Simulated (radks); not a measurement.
Initial-state core-level shifts of the promethium ion Pm+ when its valence configuration changes from [Xe] 4f5 6s1. Calculated with a radial shooting solver on a logarithmic mesh with Libxc functionals: scalar-relativistic Kohn-Sham, PBE, spin-polarised, spherical densities, point nucleus; open shells are filled with parallel spins first (spin-orbit coupling, left out, can overturn this in heavy ions). Shifts are changes of the shell-averaged eigenvalues in eV (positive: less bound).

valence                       1s       3s       4s       4p
4f4 6s2                   -8.850  -10.377   -9.888   -9.719
4f5 6p1                   -1.168   -1.135   -1.147   -1.151
4f4 6s1 6p1               -9.869  -11.404  -10.910  -10.740
4f4.5 6s1 6p0.5           -4.706   -5.410   -5.209   -5.134
4f4 6s1.5 6p0.5           -9.394  -10.924  -10.432  -10.263
4f3.5 5d0.5 6s1.5 6p0.5  -13.132  -15.586  -14.711  -14.426
4f3 5d2 6s1              -13.847  -17.264  -15.940  -15.522
4f4.5 5d0.5 6s1           -3.079   -3.784   -3.573   -3.492
4f5 5d1                   +1.744   +1.743   +1.769   +1.781
